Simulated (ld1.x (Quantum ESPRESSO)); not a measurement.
**How hard is this O PAW potential?**

ld1.x (Quantum ESPRESSO) 7.5 input, shortened:

```
&input
   title='O', zed=8., rel=1, dft='PBE', iswitch=3,
   config='[He] 2s2 2p1 3d-2'
 /
 &inputp
   pseudotype=3, lpaw=.true., tm=.true., lloc=-2, rcloc=1.20,
   nlcc=.true., new_core_ps=.true.,
   which_augfun='PSQ', rmatch_augfun_nc=.true.
 /
6
2S  1  0   2.00   0.00  0.50  0.70  0.0
2S  1  0   0.00  -5.25  0.50  0.70  0.0
2P  2  1   1.00   0.00  1.20  1.45  0.0
2P  2  1   0.00  -3.00  1.20  1.45  0.0
3D  3  2  -2.00   0.50  1.40  1.55  0.0
3D  3  2  -2.00   2.00  1.40  1.55  0.0
 &test
   configts(1)='2s2 2p1'
 /
```

The pseudo-atom Hamiltonian at the reference potential is diagonalised in spherical Bessel functions j_l(qr) that vanish at 20 bohr, with q² up to the cutoff. All-electron valence levels (Ry): 2s -5.8424, 2p -4.7743.

Problem. How do the lowest levels (Ry) of each channel move with the cutoff, and are there ghosts?

Solution.

| cutoff (Ry) | s #1 | p #1 | d #1 | f #1 | f #2 | Σ f·Δε (mRy) |
| --- | --- | --- | --- | --- | --- | --- |
| 8 | -5.5839 | -3.8366 | -1.2138 | -0.5897 | -0.3743 | 1454.8 |
| 18 | -5.6676 | -4.6557 | -1.2684 | -0.5908 | -0.3752 | 468.2 |
| 40 | -5.7812 | -4.7736 | -1.2818 | -0.5908 | -0.3752 | 123.0 |
| 60 | -5.8315 | -4.7741 | -1.2819 | -0.5908 | -0.3752 | 22.1 |
| 110 | -5.8419 | -4.7743 | -1.2819 | -0.5908 | -0.3752 | 1.1 |
| 180 | -5.8424 | -4.7743 | -1.2819 | -0.5908 | -0.3752 | 0.2 |
| 400 | -5.8424 | -4.7743 | -1.2819 | -0.5908 | -0.3752 | 0.0 |

Result: no extra level below or beside the all-electron valence levels (s, p, d, f tested); 10 mRy is reached at 70 Ry and 1 mRy at 140 Ry.
